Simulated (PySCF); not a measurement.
H₁₀Ge₄, SMILES [GeH3][GeH2][GeH2][GeH3] (GFN2-xTB optimised geometry):

```
14

Ge     3.008    -1.310     0.000
Ge     0.626    -1.310     0.000
Ge    -0.498     0.812     0.000
Ge    -2.805     0.868    -0.589
H      3.604     0.064     0.104
H      3.605    -1.900    -1.244
H      3.610    -2.085     1.135
H      0.133    -2.138    -1.170
H      0.127    -2.133     1.171
H      0.255     1.776    -0.894
H     -0.318     1.465     1.356
H     -3.045     0.749    -2.065
H     -3.610    -0.237     0.028
H     -3.490     2.138    -0.177
```

Level of theory: CAM-B3LYP/def2-TZVP in PySCF.

Question: What are the frontier orbital energies and the dipole moment?

Answer: HOMO-2 -10.21 eV, HOMO-1 -9.85 eV, HOMO -9.08 eV, LUMO 0.24 eV, LUMO+1 1.11 eV; dipole moment 0.03 D.

Meta-Löwdin charges at CAM-B3LYP/def2-TZVP: Ge1 0.16, Ge2 0.09, Ge3 0.09, Ge4 0.16, H5 -0.05, H6 -0.05, H7 -0.05, H8 -0.05, H9 -0.05, H10 -0.05, H11 -0.05, H12 -0.05, H13 -0.05, H14 -0.05.
